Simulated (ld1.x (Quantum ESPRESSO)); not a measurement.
# Configuration tests for manganese (Mn) (PAW)

```json
{
 "Element": "manganese (Mn)",
 "Generator": "ld1.x (Quantum ESPRESSO) 7.5",
 "Type": "PAW",
 "Functional": "LDA (PZ)",
 "Relativity": "scalar-relativistic",
 "Frozen core": "[Ne] 3s2",
 "Valence charge": "13",
 "Reference configuration": "3p6 3d5 4s1.75 4p0.25",
 "Partial waves": "4s (bound): rcut 2.05, rcutus 2.45 bohr; 4s channel at -0.1 Ry: rcut 2.05, rcutus 2.45 bohr; 3p (bound): rcut 1.25, rcutus 1.50 bohr; 4p (bound): rcut 1.25, rcutus 1.50 bohr; 3d (bound): rcut 0.75, rcutus 1.00 bohr; 3d channel at 2.35 Ry: rcut 0.75, rcutus 1.00 bohr",
 "Local potential": "all-electron potential smoothed inside 1.75 bohr (lloc = -1)",
 "Core correction": "a·sin(br)/r model core inside 0.90 bohr",
 "Augmentation charge": "BESSEL, radius 0.65 bohr"
}
```

Energies are relative to the spin-unpolarised reference configuration 3p6 3d5 4s1.75 4p0.25; without spin polarisation the order of configurations can differ from experiment. Not all tests gave a result: test run stopped at test 7 of 9 (negative rho).

**Question.** Give the all-electron excitation energy and the error of the potential for: 3p6 3d5 4s2 4p0; 3p6 3d5 4s1 4p0; 3p6 3d5 4s0 4p0; 3p6 3d6 4s0 4p0; 3p6 3d5 4s0 4p1; 3p6 3d5 4s1.5 4p0.

**Answer.**

```tsv
valence configuration	charge	ΔE all-electron (eV)	error AE − PS (meV)
3p6 3d5 4s2 4p0	0	-0.960	+0.3
3p6 3d5 4s1 4p0	+1	7.694	+2.7
3p6 3d5 4s0 4p0	+2	23.571	+19
3p6 3d6 4s0 4p0	+1	6.064	+8.8
3p6 3d5 4s0 4p1	+1	12.510	+15
3p6 3d5 4s1.5 4p0	+0.5	2.506	+0.1
```
